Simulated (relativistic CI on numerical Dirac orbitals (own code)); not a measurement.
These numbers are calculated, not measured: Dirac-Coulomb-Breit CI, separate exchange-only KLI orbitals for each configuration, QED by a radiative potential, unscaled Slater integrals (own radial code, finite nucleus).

Configurations in the expansion (outside the closed core [Ne]): 3s2.3p5, 3s.3p6, 3s2.3p4.3d, 3s.3p5.3d, 3p6.3d, 3s.3p4.3d2, 3s2.3p3.3d.4p, 3p6.4s, 3s2.3p4.4s, 3p6.4p, 3s.3p4.3d.4s, 3s2.3p4.4p, 3s2.3p4.4d, 3s.3p5.4s, 3p5.3d.4p, 3s2.3p4.4f, 3s.3p5.4p, 3s.3p5.4d, 3s.3p5.4f, 3s2.3p4.5s, 3s2.3p4.5p, 3s2.3p4.5d, 3s2.3p3.4s.4p, 3s2.3p4.5f, 3s2.3p4.5g, 3s.3p4.4s2, 3s.3p5.5s, 3s.3p5.5p, 3s2.3p3.3d2, 3s2.3p2.3d3, 3s.3p3.3d3, 3s2.3p2.3d2.4s, 3s2.3p2.3d2.4p, 3s2.3p2.3d2.4d, 3p5.3d2, 3p4.3d3, 3p4.3d2.4s, 3p4.3d2.4p, 3p4.3d2.4d, 3s2.3p3.3d.4s, 3s.3p3.3d2.4s, 3s2.3p2.3d.4s2, 3s2.3p2.3d.4s.4p, 3s2.3p2.3d.4s.4d, 3p5.3d.4s, 3p4.3d.4s2, 3p4.3d.4s.4p, 3p4.3d.4s.4d, 3s2.3p3.4s2, 3s.3p3.3d.4s2, 3s2.3p2.4s2.4p, 3s2.3p2.4s2.4d, 3s2.3p3.4p2, 3s2.3p2.3d.4p2, 3s.3p3.3d.4p2, 3s2.3p2.4s.4p2, 3s2.3p2.4p3, 3s2.3p2.4p2.4d. Double excitations out of closed p, d and f shells are left out; levels of such configurations are missing from the list, as are those of other unlisted configurations, and high levels can miss mixing partners. These lack a partner that the ground configuration has and come out too high: 3s2.3p4.4f, 3s.3p5.4p, 3s.3p5.4d, 3s.3p5.4f, 3s2.3p4.5s.

At this charge energies of transitions that change n are usually good to better than 1 %, and those within a shell (Δn = 0) to a few per cent.

Outline of the computed level scheme of Zr XXIV. Lowest level of each configuration: 3s2.3p5 2P°_3/2 at 0.000 eV; 3s.3p6 2S_1/2 at 87.856 eV; 3s2.3p4.3d 4D_5/2 at 102.378 eV; 3s.3p5.3d 4P°_1/2 at 185.556 eV; 3s2.3p3.3d2 6F°_3/2 at 206.727 eV.

Some strong electric-dipole decays among the lowest 45 levels: 3s2.3p4.3d 2S_1/2 → 3s2.3p5 2P°_3/2 (4.1e+11 s⁻¹); 3s2.3p4.3d 2D_5/2 → 3s2.3p5 2P°_3/2 (3.9e+11 s⁻¹); 3s2.3p4.3d 2D_3/2 → 3s2.3p5 2P°_1/2 (3.8e+11 s⁻¹); 3s2.3p4.3d 2P_3/2 → 3s2.3p5 2P°_3/2 (3.1e+11 s⁻¹); 3s2.3p4.3d 2P_1/2 → 3s2.3p5 2P°_1/2 (3.0e+11 s⁻¹); 3s2.3p4.3d 2D_3/2 → 3s2.3p5 2P°_3/2 (6.1e+10 s⁻¹); 3s2.3p4.3d 2S_1/2 → 3s2.3p5 2P°_1/2 (3.7e+10 s⁻¹); 3s2.3p4.3d 2P_1/2 → 3s2.3p5 2P°_3/2 (3.4e+10 s⁻¹).

LS names give the leading component of a level, which can be under half, so a name can repeat, a term be missing and a line seem to break the LS rules.
